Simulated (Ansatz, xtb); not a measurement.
# Redistribution: C2H6OSi + SiH(CH3)(SiH3)2 → C2H8Si2 + SiH(CH3)(OH)(SiH3)

Species: C2H6OSi `C=C[SiH2]O`, singlet; SiH(CH3)(SiH3)2, singlet; C2H8Si2 `C=C[SiH2][SiH3]`, singlet; SiH(CH3)(OH)(SiH3), singlet. The partners trade OH for SiH3; both sit on Si, so the bond types are kept.

Shapes, held fixed at every level: PBE0-D4/def2-TZVP. Flexible molecules stand in one conformer, not always the lowest. Programs: Ansatz 0.2.0, xtb 6.7.1. The zero-point and thermal change to 298 K, harmonic and unscaled (PBE0-D4/def2-TZVP), is -1.5 kJ/mol.

```
                level                   kind  ΔH(298 K) (kJ/mol)  less CCSD(T)/CBS estimate  CPU time (sum over the molecules)
             GFN1-xTB         semi-empirical                +4.8                       -4.6                             0.18 s
          HF/def2-SVP           Hartree–Fock               +10.4                       +1.0                                  –
     SPW92/def2-TZVPP                    LDA                +7.6                       -1.8                               23 s
   PBE0-D4/def2-TZVPP          global hybrid                +9.6                       +0.2                               50 s
r2SCAN0-D4/def2-TZVPP          global hybrid               +10.4                       +1.0                               77 s
    B2PLYP/def2-TZVPP          double hybrid                +7.7                       -1.7                               91 s
       MP2/def2-TZVPP    perturbation theory               +11.1                       +1.7                                  –
   CCSD(T)/def2-TZVPP  coupled cluster or CI                +9.8                       +0.4                             25 min
 CCSD(T)/CBS estimate  coupled cluster or CI                +9.4                        0.0                             32 min
```

The highest level, CCSD(T)/CBS estimate, gives ΔH(298 K) = +9.4 kJ/mol; the levels span +4.8 to +11.1. The column of differences is taken from that level and isn't an error. No measured value is set beside it here. The CBS estimate extrapolates MP2 from def2-TZVPP and def2-QZVPP and adds CCSD(T) − MP2 in the triple-zeta set, cores frozen. Times are processor times on shared x86 and Arm servers, and rough.
